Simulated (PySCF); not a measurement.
## ¹⁵N chemical shifts

All values are calculated (PySCF): structure optimised with GFN2-xTB, shielding tensors at PBE0/pcSseg-1 (GIAO). Non-relativistic Hamiltonian, rapidly exchanging positions averaged, isolated molecule, one computed conformer.

Shieldings were converted by a linear fit to measured shifts: ¹⁵N: δ = -148.07 − 0.921σ (rms 6.3 ppm, 71 shifts vs CH3NO2, solution or neat liquid). A few per cent of atoms miss by over 2 rms, more outside the fitted compound classes.

Question: Give the ¹⁵N shifts of `CC(C)N[SiH2][SiH3]`, `CC(C)N[SiH2][SiH3]`, `CC(C)[Si@H](F)N[SiH2]CF`, `ClC(Cl)[SiH2]c1ccccn1`, `CO[SiH2]N([SiH3])[SiH](N)N`.

Answer: 
```csv
compound,environment,δ (ppm)
CC(C)N[SiH2][SiH3],"nitrogen bonded to C, Si, H",-353.6
CC(C)N[SiH2][SiH3],"nitrogen bonded to C, Si, H",-353.6
CC(C)[Si@H](F)N[SiH2]CF,"nitrogen bonded to 2 Si, H",-371.0
ClC(Cl)[SiH2]c1ccccn1,pyridine-type ring nitrogen,-49.6
[CH3:1][O:2][SiH2:3][N:4]([SiH3:5])[SiH:6]([NH2:7])[NH2:8],N4: nitrogen bonded to 3 Si,-364.8
[CH3:1][O:2][SiH2:3][N:4]([SiH3:5])[SiH:6]([NH2:7])[NH2:8],"N7/8: nitrogen bonded to Si, 2 H (×2)",-365.7
```

Question: Match the shifts -43.9, -294.6, -329.6, -359.2, -396.1 ppm to `ClC[SiH2]c1ncccc1Cl`, `CNC[C@@H]([SiH3])[Si@H](F)CF`, `C[C@@H](CC(F)F)N[SiH2][SiH3]`, `CCCC(F)(F)[SiH2][SiH2]N`, `NC(=O)C(=O)CO[SiH3]`.

Answer: -43.9: ClC[SiH2]c1ncccc1Cl (pyridine-type ring nitrogen); -294.6: NC(=O)C(=O)CO[SiH3] (amide-type nitrogen); -329.6: CNC[C@@H]([SiH3])[Si@H](F)CF (amine nitrogen); -359.2: C[C@@H](CC(F)F)N[SiH2][SiH3] (nitrogen bonded to C, Si, H); -396.1: CCCC(F)(F)[SiH2][SiH2]N (nitrogen bonded to Si, 2 H).
